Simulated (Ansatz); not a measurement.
Cost and result for the atomization energy of `[AlH2][SiH2]BC[SiH3]` (15 atoms, 14 bonds).

```json
{"atom": "Al1", "x (Å)": "1.062", "y (Å)": "-2.482", "z (Å)": "1.936"}
{"atom": "Si2", "x (Å)": "1.288", "y (Å)": "-1.104", "z (Å)": "-0.089"}
{"atom": "B3", "x (Å)": "0.349", "y (Å)": "0.583", "z (Å)": "0.417"}
{"atom": "C4", "x (Å)": "-1.127", "y (Å)": "0.846", "z (Å)": "0.084"}
{"atom": "Si5", "x (Å)": "-1.104", "y (Å)": "1.775", "z (Å)": "-1.572"}
{"atom": "H6", "x (Å)": "2.229", "y (Å)": "-2.580", "z (Å)": "3.010"}
{"atom": "H7", "x (Å)": "-0.299", "y (Å)": "-3.257", "z (Å)": "2.209"}
{"atom": "H8", "x (Å)": "2.732", "y (Å)": "-0.923", "z (Å)": "-0.414"}
{"atom": "H9", "x (Å)": "0.623", "y (Å)": "-1.826", "z (Å)": "-1.216"}
{"atom": "H10", "x (Å)": "0.965", "y (Å)": "1.418", "z (Å)": "1.021"}
{"atom": "H11", "x (Å)": "-1.647", "y (Å)": "1.518", "z (Å)": "0.774"}
{"atom": "H12", "x (Å)": "-1.738", "y (Å)": "-0.040", "z (Å)": "-0.117"}
{"atom": "H13", "x (Å)": "-0.590", "y (Å)": "0.896", "z (Å)": "-2.653"}
{"atom": "H14", "x (Å)": "-2.492", "y (Å)": "2.191", "z (Å)": "-1.902"}
{"atom": "H15", "x (Å)": "-0.248", "y (Å)": "2.987", "z (Å)": "-1.489"}
```

Charge 0, multiplicity 1. The structure was optimised at the PBE0-D4/def2-TZVP level. It is one conformer, not always the lowest. Program: Ansatz. All runs use 4 threads of an Arm Neoverse V2 on a shared host. Times are those of one run each, without the atoms' runs, and a repeat can differ threefold. Electronic energies, without spin–orbit coupling; frozen cores. CCSD(T)/CBS adds CCSD(T) − MP2 in def2-TZVPP to the MP2 limit, and its time is that of the two runs behind it. T1 = 0.014. B3LYP takes the VWN-RPA correlation (the form of Gaussian; ORCA's B3LYP/G).

CCSD(T)/CBS is a level of theory with its own doubt, some kJ/mol a heavy atom from the limit and from the frozen cores, so smaller differences don't rank the functionals.

```json
{"level": "PBE-D4/def2-TZVPP (with forces)", "functions": "328", "wall time": "3.6 s"}
{"level": "PBE0-D4/def2-TZVPP", "functions": "328", "wall time": "5 s"}
{"level": "r2SCAN-D4/def2-TZVPP (with forces)", "functions": "328", "wall time": "7 s"}
{"level": "B3LYP-D4/def2-TZVPP (with forces)", "functions": "328", "wall time": "8 s"}
{"level": "B2PLYP/def2-TZVPP", "functions": "328", "wall time": "8.5 s"}
{"level": "ωB97X-V/def2-TZVPP", "functions": "328", "wall time": "12 s"}
{"level": "ωB97M-V/def2-TZVPP (with forces)", "functions": "328", "wall time": "18 s"}
{"level": "MP2/def2-QZVPP", "functions": "624", "wall time": "36 s"}
{"level": "CCSD(T)/def2-TZVPP", "functions": "328", "wall time": "17 min"}
{"level": "CCSD(T)/CBS(def2)", "functions": "–", "wall time": "17 min"}
```

What atomization energy does each give, and how far from CCSD(T)/CBS? (Best estimate.)

Ansatz gave: 
```
                             level  atomization (kcal/mol)  difference from CCSD(T)/CBS  per bond
   PBE-D4/def2-TZVPP (with forces)                  1111.9                         -1.9      -0.1
                PBE0-D4/def2-TZVPP                  1109.8                         -4.0      -0.3
r2SCAN-D4/def2-TZVPP (with forces)                  1119.9                          6.1       0.4
 B3LYP-D4/def2-TZVPP (with forces)                  1116.0                          2.2       0.2
                 B2PLYP/def2-TZVPP                  1099.5                        -14.3      -1.0
                ωB97X-V/def2-TZVPP                  1123.0                          9.2       0.7
  ωB97M-V/def2-TZVPP (with forces)                  1116.4                          2.6       0.2
                    MP2/def2-QZVPP                  1099.7                        -14.1      -1.0
                CCSD(T)/def2-TZVPP                  1089.1                        -24.7      -1.8
                 CCSD(T)/CBS(def2)                  1113.8                          0.0       0.0
```

From PBE to PBE0 (25 % exact exchange), in def2-TZVPP and without D4, the atomization energy moves by −1.0 kcal/mol: exact exchange takes away binding that semilocal exchange gives to molecules. In def2-TZVPP, CCSD(T) changes the Hartree–Fock value by +226.7 kcal/mol (the triples alone add +10.3 kcal/mol) and MP2 by +222.6 kcal/mol; breaking electron pairs costs correlation energy, which Hartree–Fock lacks. The D4 term adds +13.3 kcal/mol with B3LYP and +7.1 kcal/mol with PBE0; it sums over pairs of atoms, weighted by their polarisabilities, and B3LYP, whose exchange is more repulsive, gets the larger term.
